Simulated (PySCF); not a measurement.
**`F[C@@H]1C[Si@H](Cl)C[SiH2]1`, C₃H₈ClFSi₂**

Molfile (atoms numbered from 1):
```
C3H8ClFSi2
     RDKit          3D

 15 15  0  0  0  0  0  0  0  0999 V2000
   -1.8808    1.6266   -1.0780 F   0  0  0  0  0  0  0  0  0  0  0  0
   -1.0867    0.9350   -0.1659 C   0  0  2  0  0  0  0  0  0  0  0  0
    0.3690    1.3601   -0.3189 C   0  0  0  0  0  0  0  0  0  0  0  0
    1.4536    0.0974    0.6037 Si  0  0  2  0  0  4  0  0  0  0  0  0
    3.2422   -0.1140   -0.3104 Cl  0  0  0  0  0  0  0  0  0  0  0  0
    0.3866   -1.4782    0.4553 C   0  0  0  0  0  0  0  0  0  0  0  0
   -1.2377   -0.9695   -0.4092 Si  0  0  0  0  0  4  0  0  0  0  0  0
   -1.4633    1.2416    0.8180 H   0  0  0  0  0  0  0  0  0  0  0  0
    0.5069    2.3866    0.0226 H   0  0  0  0  0  0  0  0  0  0  0  0
    0.6114    1.3517   -1.3843 H   0  0  0  0  0  0  0  0  0  0  0  0
    1.6938    0.4849    1.9957 H   0  0  0  0  0  0  0  0  0  0  0  0
    0.1817   -1.8958    1.4383 H   0  0  0  0  0  0  0  0  0  0  0  0
    0.8960   -2.2627   -0.0993 H   0  0  0  0  0  0  0  0  0  0  0  0
   -2.4402   -1.4801    0.2500 H   0  0  0  0  0  0  0  0  0  0  0  0
   -1.2369   -1.2757   -1.8395 H   0  0  0  0  0  0  0  0  0  0  0  0
  1  2  1  0
  2  3  1  0
  3  4  1  0
  4  5  1  0
  4  6  1  0
  6  7  1  0
  7  2  1  0
  2  8  1  1
  3  9  1  0
  3 10  1  0
  4 11  1  1
  6 12  1  0
  6 13  1  0
  7 14  1  0
  7 15  1  0
M  END
```

Method: PySCF 2.14.0, GIAO PBE0/pcSseg-1 magnetisability, rotational g tensor and spin-rotation constants, non-relativistic, gas phase. Geometry: GFN2-xTB.

Problem. Give the nuclear spin-rotation constants along the inertial axes (H = +C I·J) beside the isotropic shieldings.

Solution. Rotational constants 2.5887, 0.8689, 0.7221 GHz. A star marks the isotopologue with that one atom substituted, in its own axes.
```csv
atom,isotope,Caa (kHz),Cbb (kHz),Ccc (kHz),mean (kHz),σ (ppm)
F1,19F,0.463,0.494,0.246,0.401,408.9
Cl5,35Cl,0.286,0.087,0.088,0.154,957.6
H8,1H,-0.240,-0.085,0.043,-0.094,26.5
H9,1H,-0.284,0.009,-0.063,-0.113,29.5
H10,1H,-0.291,-0.089,0.011,-0.123,30.2
H11,1H,-0.202,-0.078,0.031,-0.083,26.3
H12,1H,-0.305,-0.057,-0.033,-0.132,31.5
H13,1H,-0.221,-0.065,-0.049,-0.112,31.5
H14,1H,-0.069,-0.040,-0.050,-0.053,27.3
H15,1H,-0.248,-0.082,0.034,-0.098,27.3
C2,13C*,0.604,0.203,0.206,0.338,96.1
C3,13C*,0.358,0.146,0.121,0.208,158.4
Si4,29Si*,-1.657,-0.544,-0.500,-0.900,333.2
C6,13C*,0.279,0.083,0.084,0.149,192.0
Si7,29Si*,-1.509,-0.491,-0.446,-0.815,385.1
```
For the geometry as given, no vibrational averaging.

Problem. How do the rotational constants and the g tensor change when H8, H9, H10, H11, H12, H13, H14, H15 are replaced by deuterium?

Solution. Constants 2.1887, 0.8278, 0.6832 GHz; g -0.0187, -0.0119, -0.0103, against -0.0219, -0.0125, -0.0109 before.
